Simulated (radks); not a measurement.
Results of a calculation; reference values are marked as such.
Valence configurations of neutral calcium (all share [Ar]). Level of theory: Dirac Kohn-Sham, PBE, spin-unpolarised, spherical densities, point nucleus; open shells fill j = l - 1/2 first (a radial shooting solver on a logarithmic mesh with Libxc functionals). Energies are relative to 4s2; eigenvalues in eV.

valence	E (eV)	e(3d3/2)	e(4p1/2)	e(4s1/2)
4s2	0.000	-	-	-3.766
4s1 4p1	2.409	-	-1.948	-4.412
4s0.5 4p1.5	3.653	-	-2.180	-4.694
4p2	4.923	-	-2.392	-
3d0.5 4p1.5	4.418	-2.465	-2.000	-
3d2	4.901	-0.753	-	-
4s1.5 4p0.5	1.190	-	-1.695	-4.105
3d1 4s1	2.276	-0.765	-	-3.313
3d0.5 4s1.5	1.049	-1.111	-	-3.436

NIST lists [Ar] 4s2 as the ground configuration; this level of theory agrees among the configurations tried. The energies are those of spherical spin-averaged densities, not of single terms.
